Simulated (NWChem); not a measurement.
System: C2H4NO, doublet; SMILES C[N]C=O

Here is an NWChem input.

```
start job
memory heap 200 mb stack 900 mb global 1100 mb
geometry units angstroms noautosym nocenter noautoz
  C      0.443535    -1.449136    -0.111530
  N     -0.691152    -0.584858    -0.124017
  C     -0.529519     0.766175    -0.094681
  O      0.434823     1.289701     0.481973
  H      0.479898    -2.023888     0.842516
  H      0.292449    -2.224876    -0.898836
  H      1.414566    -0.931054    -0.270945
  H     -1.387140     1.358142    -0.507135
end
basis spherical
  * library def2-svp
end
dft
  odft
  mult 2
  xc b3lyp
  iterations 150
  mulliken
end
task dft energy
esp
  recalculate
  probe 0.07
  range 0.3
  factor 1.0
  spacing 0.02
end
task esp
```

NWChem printed, in part:

```
             Northwest Computational Chemistry Package (NWChem) 7.3.0
             --------------------------------------------------------

                             Geometry "geometry" -> ""
                             -------------------------

 Output coordinates in angstroms (scale by  1.889725989 to convert to a.u.)

  No.       Tag          Charge          X              Y              Z
 ---- ---------------- ---------- -------------- -------------- --------------
    1 C                    6.0000     0.44353500    -1.44913600    -0.11153000
    2 N                    7.0000    -0.69115200    -0.58485800    -0.12401700
    3 C                    6.0000    -0.52951900     0.76617500    -0.09468100
    4 O                    8.0000     0.43482300     1.28970100     0.48197300
    5 H                    1.0000     0.47989800    -2.02388800     0.84251600
    6 H                    1.0000     0.29244900    -2.22487600    -0.89883600
    7 H                    1.0000     1.41456600    -0.93105400    -0.27094500
    8 H                    1.0000    -1.38714000     1.35814200    -0.50713500

 Effective nuclear repulsion energy (a.u.)     112.4113202295

                                 NWChem DFT Module
                                 -----------------

 Summary of "ao basis" -> "ao basis" (spherical)
 ------------------------------------------------------------------------------
       Tag                 Description            Shells   Functions and Types
 ---------------- ------------------------------  ------  ---------------------
 C                          def2-svp                 6       14   3s2p1d
 N                          def2-svp                 6       14   3s2p1d
 O                          def2-svp                 6       14   3s2p1d
 H                          def2-svp                 3        5   2s1p

            General Information
            -------------------
          SCF calculation type: DFT
          Wavefunction type:  spin polarized.
          No. of atoms     :     8
          No. of electrons :    31
           Alpha electrons :    16
            Beta electrons :    15
          Charge           :     0
          Spin multiplicity:     2
          Use of symmetry is: off; symmetry adaption is: off
          Maximum number of iterations: 150
          AO basis - number of functions:    76
                     number of shells:    36
          Convergence on energy requested:  1.00D-06
          Convergence on density requested:  1.00D-05
          Convergence on gradient requested:  5.00D-04

              XC Information
              --------------
                         B3LYP Method XC Potential
                     Hartree-Fock (Exact) Exchange  0.200
                        Slater Exchange Functional  0.800 local
                    Becke 1988 Exchange Functional  0.720 non-local
              Lee-Yang-Parr Correlation Functional  0.810
                  VWN I RPA Correlation Functional  0.190 local

             Grid Information
             ----------------
          Grid used for XC integration:  medium
          Radial quadrature: Mura-Knowles
          Angular quadrature: Lebedev.
          Tag              B.-S. Rad. Rad. Pts. Rad. Cut. Ang. Pts.
          ---              ---------- --------- --------- ---------
          C                   0.70       49          10.0       434
          N                   0.65       49           7.0       434
          O                   0.60       49          10.0       434
          H                   0.35       45          11.0       434
          Grid pruning is: on
          Number of quadrature shells:   376
          Spatial weights used:  Erf1

      Superposition of Atomic Density Guess
      -------------------------------------

 Sum of atomic energies:        -206.18207255

      Non-variational initial energy
      ------------------------------

 Total energy =    -207.998274
 1-e energy   =    -502.308098
 2-e energy   =     181.898504
 HOMO         =      -0.267504
 LUMO         =       0.035741

[...]

                     NWChem Electrostatic Potential Fit Module
                     -----------------------------------------

 Atom parameters

 Number of atoms is                                    8
 Number of basis functions is                         76

 Grid parameters

 Maximum number of grid points is                  34178
 Number of grid points is                          34177
 Grid range                                     0.300000 nm
 Grid spacing                                   0.020000 nm
 Probe radius                                   0.070000 nm
 Atom radius factor                             1.000000

 Atomic radii

    1    0.100000
    6    0.147000
    7    0.140000
    8    0.136000
 FASTESP  F
  using M.O. file = ./job.movecs

    Atom              Coordinates                           Charge

                                                  ESP

    1 C     0.044354   -0.144914   -0.011153    0.428811
    2 N    -0.069115   -0.058486   -0.012402   -0.487012
    3 C    -0.052952    0.076618   -0.009468    0.673471
    4 O     0.043482    0.128970    0.048197   -0.471529
    5 H     0.047990   -0.202389    0.084252   -0.022709
    6 H     0.029245   -0.222488   -0.089884   -0.022405
    7 H     0.141457   -0.093105   -0.027095   -0.049511
    8 H    -0.138714    0.135814   -0.050714   -0.049116
                                            ------------
                                               -0.000000

 Dipole moment                                  0.812997

 Quadrupole moment Qxx                         -1.523587
                   Qyy                          1.864999
                   Qzz                         -0.341412

 RMS deviation kJ/mol                           0.082913

 RRMS %                                        34.037432
```

Level: B3LYP/def2-SVP, spin-unrestricted. Structure relaxed at the PBE-D3(BJ)/def2-SVP, spin-unrestricted level. No stability test was run on the SCF state.
